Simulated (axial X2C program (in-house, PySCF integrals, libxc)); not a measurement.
**OsP at several levels of theory**

All values were computed with an in-house relativistic program for diatomic molecules. Spin-free means the one-electron spin-free X2C Hamiltonian. Basis: Os dyall-cv3z [13s14p9d6f4g], P dyall-v3z [8s7p2d1f] (cores contracted in-house); Gaussian nuclei, density fitting, unrestricted open shells. Masses: Os 191.961 u, P 30.974 u.

Input file and command:
```json
{
 "zs": [
  76,
  15
 ],
 "q": 0,
 "bas": [
  "dyall-cv3z",
  "dyall-v3z"
 ],
 "levels": [
  "PBE0",
  "HF",
  "PW91"
 ],
 "cc": true,
 "r0": 2.18,
 "thr": -2.0,
 "nmax": 90,
 "npts": 10,
 "nst": 2,
 "ntry": 6
}
```
```bash
python so2c.py task.json out
```

Keys: zs atomic numbers; q charge; bas basis sets; levels methods; cc coupled cluster on or off; r0 starting distance in Å; thr threshold in hartree for freezing inner shells (an s shell follows its p shell); nmax most natural virtual spinors; npts points on the curve; nst determinants followed; ntry starts of the search. HF also brings MP2.

State, spin-free: M_S = 1/2, Λ = 2 (beyond evenly filled blocks: δ+α, δ+β, δ-α); electrons by block: σα: 18, σβ: 18, π+α: 9, π+β: 9, π-α: 9, π-β: 9, δ+α: 4, δ+β: 4, δ-α: 4, δ-β: 3, φ+α: 1, φ+β: 1, φ-α: 1, φ-β: 1. Fragments: Os + P.

```json
{"Hamiltonian": "spin-free", "level": "HF", "Re (Å)": "2.253", "ωe (cm⁻¹)": "320.3", "ωexe (cm⁻¹)": "2.72", "Be (cm⁻¹)": "0.1246", "De (eV)": "0.382", "D0 (eV)": "0.362", "k (mdyn/Å)": "1.61", "μ (D)": "-2.42"}
{"Hamiltonian": "spin-free", "level": "CCSD", "Re (Å)": "2.017", "ωe (cm⁻¹)": "547.6", "ωexe (cm⁻¹)": "3.38", "Be (cm⁻¹)": "0.1554", "De (eV)": "2.93", "D0 (eV)": "2.89", "k (mdyn/Å)": "4.71", "μ (D)": "n/a"}
{"Hamiltonian": "spin-free", "level": "CCSD(T)", "Re (Å)": "2.009", "ωe (cm⁻¹)": "573.6", "ωexe (cm⁻¹)": "2.98", "Be (cm⁻¹)": "0.1566", "De (eV)": "3.26", "D0 (eV)": "3.22", "k (mdyn/Å)": "5.17", "μ (D)": "n/a"}
{"Hamiltonian": "spin-free", "level": "PW91", "Re (Å)": "2.017", "ωe (cm⁻¹)": "607.8", "ωexe (cm⁻¹)": "1.74", "Be (cm⁻¹)": "0.1554", "De (eV)": "4.67", "D0 (eV)": "4.63", "k (mdyn/Å)": "5.8", "μ (D)": "-0.33"}
```

Correlated methods: 13 electrons correlated (number of frozen shells: Os 5 s, 4 p, 2 d, 1 f; P 2 s, 1 p), 267 virtual spin orbitals or spinors in MP2, 90 natural virtuals in coupled cluster.

Dipoles are positive if P is the positive end.

The state is a single determinant with fixed occupations, the lowest that a limited PBE0 search found. De is counted from the lowest determinant-based energies of the atoms at the same level, without counterpoise correction. Coupled cluster ran in a truncated set of natural virtual spinors; the MP2 energy of the rest was added. (T) has no such correction and the atoms are truncated less, which lowers De at CCSD(T) by a hundredth of an eV or more. PBE0 can misorder states that lie within some tenths of an eV, so this need not be the ground state of the molecule. The nearest other spin-free determinant of the search, M_S = 3/2, Λ = 1, lies 0.32 eV up at the distance of the search. The functionals have no current-density term, which raises determinants with orbital currents, atoms included. At some level and bond length an empty orbital lies below a filled one. The determinant is spin-polarised beyond a pure state at some levels (its spin-free form has ⟨S²⟩ too high), which makes Re and μ there less reliable. The T1 diagnostic is large, a sign of multireference character.

No reliable constants came from HF (2c), MP2 (2c), MP2 (spin-free), PBE0 (2c), PBE0 (spin-free), PW91 (2c): no minimum in range, unconverged points, a curve that is not smooth, a change of character along it, or the two Hamiltonians disagreeing along it.

The whole task took 4.6 min on 1 thread of Arm Neoverse V1 (shared host).
